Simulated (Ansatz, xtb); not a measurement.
Ranking isomers of C4H7NOSi

3 gas-phase structures of C4H7NOSi, from a drawn sample of its isomers (lower ones may exist). Each was relaxed with GFN2-xTB:

A. `Oc1ccn([SiH3])c1`, a singlet
B. `Oc1cc[nH]c1[SiH3]`, a singlet
C. `Oc1c[nH]c([SiH3])c1`, a singlet

**Question.** Which do you expect lowest at r2SCAN-D4/def2-SVP, and how would the others follow?

**Answer.** Calculated order at r2SCAN-D4/def2-SVP: A (0.000), B (0.143), C (0.241) eV.

Energies above the lowest of each column, in eV; the last columns are at B3LYP/def2-SVP geometries:

| structure | GFN2-xTB | HF/STO-3G | r2SCAN-D4/def2-SVP | B3LYP/def2-SVP | CCSD(T)/def2-SVP + ΔMP2/def2-TZVPP |
| --- | --- | --- | --- | --- | --- |
| A | 0.000 | 0.000 | 0.000 | 0.000 | 0.000 |
| B | 0.818 | 0.539 | 0.143 | 0.220 | 0.358 |
| C | 0.873 | 0.592 | 0.241 | 0.311 | 0.433 |

Every level run on A puts it lowest or level with the lowest. Some further structures that were screened fall inside this span and aren't listed. Flexible structures stand in one conformer each, not always the lowest. ΔMP2 is the change of the MP2 energy from the smaller to the larger basis.

Programs: Ansatz 0.2.0, xtb 6.7.1.
